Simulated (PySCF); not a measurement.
Radial density of Ni⁺ (nickel, charge +1)

r2SCAN, [Ar] 3d9, 2D determinant. Computed with PySCF 2.14 in pcseg-2 (6s4p3d2f1g, 56 functions), with no relativity, point nucleus.

```
r (bohr)  4πr²ρ (e/bohr)  4πr²(ρα − ρβ)
 0.00106          0.1986         0.0000
 0.00178          0.5399         0.0000
 0.00300           1.426         0.0000
 0.00504           3.600         0.0000
 0.00848           8.402         0.0001
  0.0143           17.22         0.0002
  0.0240           28.46         0.0004
  0.0404           33.65         0.0008
  0.0679           27.92         0.0034
   0.114           30.62         0.0207
   0.192           37.47         0.1224
   0.323           19.33         0.4984
   0.543           19.53         0.9962
   0.914           14.59         0.7950
    1.54           3.512         0.2629
    2.59          0.4979         0.0266
    4.35         0.02688        -0.0003
    7.32       2.572e-05         0.0000
```
